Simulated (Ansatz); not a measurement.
The cluster Be10. Total charge 0; singlet. Geometry relaxed at PBE0/def2-SVP.

Cartesian coordinates in Å:
```
Be 0.8711 0.9500 1.2364
Be 0.3089 -2.2048 -0.0358
Be -1.3272 0.6437 1.0076
Be -1.4361 -1.0471 -0.1782
Be 1.0915 1.0196 -0.9788
Be -0.0397 -0.8796 1.5541
Be 1.6701 -0.6165 0.1474
Be -1.1020 0.7141 -1.2109
Be -0.3124 2.2045 0.0392
Be 0.2758 -0.7838 -1.5811
```

The restricted singlet is unstable towards broken spin symmetry in Hartree–Fock (as tested in another run); at PBE0/def2-SVP this wasn't settled. The structure comes from a short search, and lower isomers may exist.

(1) Estimate the harmonic wavenumbers at RKS PBE0/def2-SVP (Ansatz, unscaled). Is this a minimum?

Answers

(1) 267, 267, 317, 317, 335, 343, 344, 359, 422, 423, 435, 435, 492, 512, 512, 590, 612, 627, 627, 678, 679, 686, 687, 730 cm⁻¹. Yes, no mode is imaginary beyond noise. Zero-point energy 70.0 kJ/mol. It took 2.2 min on 4 threads of Arm Neoverse N1 on a shared host.
